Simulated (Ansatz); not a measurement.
Isomers of As6⁺ (doublet), relaxed with PBE-D4/def2-SVP; total energies from Ansatz at PBE0-D4/def2-SVP.

| isomer | description | energy (Eh) |
| --- | --- | --- |
| A | point group C2v; 8 × As–As 2.32 to 2.51 Å | -13411.85453 |
| B | point group C2; 7 × As–As 2.31 to 2.61 Å | -13411.82813 |
| C | point group Cs; 9 × As–As 2.41 to 2.74 Å | -13411.85889 |

The isomers come from a short search, and lower ones may exist.

Task: Work out the relative energies (1 Eh = 2625.5 kJ/mol) and the Boltzmann populations at 800 K from electronic energies alone (R = 8.314 J/mol/K).

Result: ΔE: A 11.4, B 80.8, C 0.0 kJ/mol. RT = 6.65 kJ/mol. Factors exp(−ΔE/RT): A 0.18, B 5.29e-06, C 1; sum 1.180. Populations: A 15.3 %, B 0.0 %, C 84.7 %. Zero-point energy, vibrational entropy and symmetry numbers are left out and can shift these; an error of 4 kJ/mol changes a ratio by a factor of 1.8. Over the other density-functional and correlated levels in def2 sets, the gap between C and A ranges from -12 to 63 kJ/mol.
